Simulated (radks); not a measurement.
The iodine anion I-, [Xe], held by a Watson sphere: a shell of charge +0.87 at radius R that stands for the Madelung well of a crystal (potential energy -0.87/R inside, -0.87/r outside, in hartree with lengths in bohr). All-electron calculation, scalar-relativistic Kohn-Sham, LDA (Slater exchange, Perdew-Wang correlation), spin-polarised, spherical densities, finite nucleus; Fermi nuclear charge, rms radius of each element as measured or else 0.836 A^(1/3) + 0.57 fm. Program: a radial shooting solver on a logarithmic mesh with Libxc functionals. Response by self-consistent Sternheimer equations with the Hartree and adiabatic LDA kernel, the relativistic mass of each level held fixed and spin-orbit coupling left out. The sphere does not respond.

| R (bohr) | e(4d) (eV) | e(5s) (eV) | e(5p) (eV) | <r> 5p (bohr) | sum of <r^2> (bohr^2) | X-ray form factor at sin(theta)/lambda = 0.1 1/angstrom | alpha (bohr^3) |
|---|---|---|---|---|---|---|---|
| 2.55 | -48.600 | -16.797 | -6.667 | 2.502 | 69.94 | 49.691 | 39.13 |
| 2.72 | -48.462 | -16.606 | -6.539 | 2.521 | 70.69 | 49.661 | 40.70 |
| 3.88 | -47.641 | -15.461 | -5.545 | 2.619 | 74.81 | 49.514 | 52.63 |
| 4.14 | -47.457 | -15.238 | -5.327 | 2.633 | 75.46 | 49.495 | 55.27 |
| 4.59 | -47.144 | -14.880 | -4.969 | 2.652 | 76.40 | 49.470 | 59.57 |
| 5.03 | -46.853 | -14.561 | -4.648 | 2.666 | 77.11 | 49.453 | 63.38 |
